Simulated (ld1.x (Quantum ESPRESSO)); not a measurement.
**Reading a pseudo-wave (rhenium (Re))**

Columns: radius, all-electron u(r) and pseudo u(r) of the 6p shell (level -2.12 eV) of rhenium in the configuration [Kr] 4d10 4f14 5s2 5p6 5d5 6s1 6p1; PBE, scalar-relativistic, PAW scheme, ld1.x (Quantum ESPRESSO) 7.5.

| r (bohr) | all-electron | pseudo |
| --- | --- | --- |
| 0.135 | -0.0851 | -0.0389 |
| 0.270 | 0.0662 | -0.1462 |
| 0.405 | 0.1181 | -0.2956 |
| 0.540 | 0.0077 | -0.4511 |
| 0.675 | -0.1177 | -0.5763 |
| 0.810 | -0.1938 | -0.6426 |
| 0.945 | -0.2137 | -0.6366 |
| 1.080 | -0.1899 | -0.5611 |
| 1.215 | -0.1378 | -0.4335 |
| 1.350 | -0.0704 | -0.2789 |
| 1.485 | 0.0031 | -0.1231 |
| 1.620 | 0.0766 | 0.0141 |
| 1.755 | 0.1465 | 0.1234 |
| 1.890 | 0.2106 | 0.2055 |
| 2.025 | 0.2680 | 0.2677 |
| 2.160 | 0.3184 | 0.3184 |
| 2.295 | 0.3619 | 0.3619 |
| 2.430 | 0.3988 | 0.3988 |
| 2.565 | 0.4296 | 0.4296 |
| 2.700 | 0.4547 | 0.4547 |
| 2.835 | 0.4746 | 0.4746 |
| 2.970 | 0.4899 | 0.4899 |
| 3.105 | 0.5011 | 0.5011 |
| 3.240 | 0.5085 | 0.5085 |
| 3.375 | 0.5127 | 0.5127 |
| 3.510 | 0.5140 | 0.5140 |

(1) How many radial nodes do the two functions have?

(2) At about which radius was the pseudo-wave matched?

(3) Is the pseudo-wave norm-conserving?

Results:

(1) The all-electron 6p function has n − l − 1 = 4 (the table is too coarse to show those close to the nucleus); the pseudo-wave has 1, since 1 lower shell of the same l stays in the valence.

(2) 2.20 bohr. The columns agree to 0.0005 from 2.02 bohr on; several derivatives are matched, so the curves merge somewhat inside the radius.

(3) No, it belongs to a PAW set: the norm inside the radius is not constrained, and the difference is carried by the augmentation charge.
